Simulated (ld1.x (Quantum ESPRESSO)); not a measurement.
## mercury, RRKJ: configuration errors across variants

mercury (Hg), norm-conserving RRKJ (Kleinman–Bylander form), made with ld1.x (Quantum ESPRESSO) 7.5 (PBEsol, scalar-relativistic). Core [Xe] 4f14, reference 5d10 6s1.5 6p0.5. Waves: 6s (bound): rc 2.15 bohr; 5d (bound): rc 1.95 bohr; 6p (bound): rc 2.35 bohr. Local part: the p channel. Core correction: Bessel-smoothed model core inside 1.45 bohr. rho0 = 0.001.

All-electron excitation energies from the reference (eV): (1) 5d10 6s2 6p0 -2.999; (2) 5d10 6s1 6p0 7.741; (3) 5d10 6s0 6p0 26.745; (4) 5d9 6s2 6p0 12.542; (5) 5d8 6s0 6p0 112.082; (6) 5d9 6s0 6p0 62.299; (7) 5d10 6s1 6p1 3.129.

3 further variants failed, have other tests or another functional or relativity, and are left out.

Errors AE − PS in meV (a dash: test not solved or not reliable):

| change | (1) | (2) | (3) | (4) | (5) | (6) | (7) | bound ghosts |
| --- | --- | --- | --- | --- | --- | --- | --- | --- |
| base | 0.0 | -7.5 | -55 | -89 | -819 | -236 | -1.8 | none |
| wave 6p (bound): rc 2.35 bohr becomes 6p (bound): rc 2.88 bohr | -0.2 | -8.4 | -56 | -112 | -827 | -241 | -1.9 | none |
| type TM; local potential the s channel; rho0 0 | +0.2 | -7.7 | -46 | -79 | -539 | -137 | -1.6 | none |
| local potential the s channel | +0.3 | -7.4 | -43 | -70 | -518 | -137 | -1.5 | none |
| wave 6s (bound): rc 2.15 bohr becomes 6s (bound): rc 3.22 bohr | -0.3 | -5.9 | -58 | -33 | -1027 | -331 | -2.5 | none |

(1) Give the same row for: wave 5d (bound): rc 1.95 bohr becomes 5d (bound): rc 2.88 bohr.

## Answers

(1) -0.9, -8.0, -97, +115, +58, -211, -3.0; bound ghosts: none.
